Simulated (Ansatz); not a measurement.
Z-matrix (Å, degrees):
```
Si
Si 1 2.344
H 1 1.487 2 110.4
H 1 1.488 2 110.3 3 120.2
H 1 1.488 2 110.3 3 -120.2
C 2 1.889 1 109.7 3 179.7
H 2 1.486 1 110.2 3 -60.5
H 2 1.486 1 110.2 3 59.9
Cl 6 1.786 2 110.5 1 -180.0
H 6 1.091 2 111.6 1 -60.6
H 6 1.091 2 111.6 1 60.6
```

Total charge 0; spin multiplicity 1.

(1) List the r2SCAN/def2-TZVPP orbital energies in eV (Ansatz 0.2.0). (An estimate is asked.)

Answers

(1) The calculation gave: Occupied: -2753.34, -1791.12, -1791.03, -274.61, -254.69, -193.31, -193.05, -193.05, -141.61, -141.54, -96.47, -96.46, -96.45, -96.38, -96.38, -96.38, -22.29, -17.59, -14.46, -12.93, -11.74, -10.97, -9.69, -9.27, -8.99, -8.65, -7.81, -7.49, -6.93. Lowest empty: -1.12, -0.35, 0.02, 0.50, 0.69, 1.22, 1.36, 1.57.
